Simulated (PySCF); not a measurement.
Species: C2H7BO2Si.
Atom-mapped SMILES: `[OH:1][B:2]1[CH2:3][O:4][CH2:5][SiH2:6]1` (hydrogens: H7 on O1; H8, H9 on C3; H10, H11 on C5; H12, H13 on Si6)

Method used: PBE0-D3(BJ)/def2-SVP geometry optimisation, gas phase in PySCF.

What internal coordinates does the optimisation give?

```json
{"bond": "O1–B2", "length (Å)": "1.346", "order": "single"}
{"bond": "B2–C3", "length (Å)": "1.591", "order": "single"}
{"bond": "C3–O4", "length (Å)": "1.413", "order": "single"}
{"bond": "O4–C5", "length (Å)": "1.417", "order": "single"}
{"bond": "C5–Si6", "length (Å)": "1.923", "order": "single"}
{"bond": "B2–Si6", "length (Å)": "2.026", "order": "single"}
{"bond": "O1–H7", "length (Å)": "0.965", "order": "single"}
{"bond": "C3–H8", "length (Å)": "1.104", "order": "single"}
{"bond": "C3–H9", "length (Å)": "1.118", "order": "single"}
{"bond": "C5–H10", "length (Å)": "1.100", "order": "single"}
{"bond": "C5–H11", "length (Å)": "1.111", "order": "single"}
{"bond": "Si6–H12, Si6–H13", "length (Å)": "1.497", "order": "single"}
```

Bonds in one row agree within 0.01 Å and their mean is given. Orders are formal, as drawn. A selection of angles:
```json
{"angle": "B2–O1–H7", "degrees": "113.9"}
{"angle": "O1–B2–C3", "degrees": "126.0"}
{"angle": "O1–B2–Si6", "degrees": "130.8"}
{"angle": "C3–B2–Si6", "degrees": "103.1"}
{"angle": "B2–C3–O4", "degrees": "110.6"}
{"angle": "B2–C3–H8", "degrees": "113.8"}
{"angle": "B2–C3–H9", "degrees": "108.3"}
{"angle": "O4–C3–H8", "degrees": "107.3"}
{"angle": "O4–C3–H9", "degrees": "110.9"}
{"angle": "H8–C3–H9", "degrees": "105.8"}
{"angle": "C3–O4–C5", "degrees": "112.4"}
{"angle": "O4–C5–Si6", "degrees": "105.4"}
{"angle": "O4–C5–H10", "degrees": "107.2"}
{"angle": "O4–C5–H11", "degrees": "111.2"}
{"angle": "Si6–C5–H10", "degrees": "115.3"}
{"angle": "Si6–C5–H11", "degrees": "110.5"}
{"angle": "H10–C5–H11", "degrees": "107.2"}
{"angle": "C5–Si6–H12", "degrees": "114.1"}
{"angle": "C5–Si6–H13", "degrees": "111.0"}
{"angle": "B2–Si6–C5", "degrees": "87.7"}
{"angle": "B2–Si6–H12", "degrees": "118.2"}
{"angle": "B2–Si6–H13", "degrees": "115.2"}
{"angle": "H12–Si6–H13", "degrees": "109.1"}
```

Dihedral angles: O1–B2–C3–O4 -165° (antiperiplanar); B2–C3–O4–C5 -45° (synclinal); C3–O4–C5–Si6 50° (synclinal); O4–C5–Si6–B2 -30°; O1–B2–Si6–C5 -170° (antiperiplanar); H7–O1–B2–C3 2° (synperiplanar). The mirror-image conformer, all signs reversed, is as good.

B2 (three-coordinate boron) is planar (angles 130.8°, 126.0° and 103.1°, sum 360.0°, 0.02 Å off the plane of its three neighbours). Si6 (SiH2 silicon) has angles from 87.7° to 118.2°. The 5-membered ring B2–C3–O4–C5–Si6 has internal angles of 87.7° to 112.4°; it is puckered, 0.19 Å rms from its mean plane, widest ring torsion 50°.

Point group: C1 (no symmetry element, even within 0.4 Å). PBE0-D3(BJ)/def2-SVP frequencies: not computed here. The numbers are those of one conformer (H–O1–B2–C3 2°, O1–B2–C3–O4 -165°, B2–C3–O4–C5 -45°, C3–O4–C5–Si6 50°, O4–C5–Si6–B2 -30°).

The run took 59 s wall on one thread, Intel Xeon Platinum 8488C (x86_64), no GPU, shared host with 96 logical CPUs at a one-minute load of 51, and the process peaked at 0.52 GiB of memory. This is the geometry optimisation.
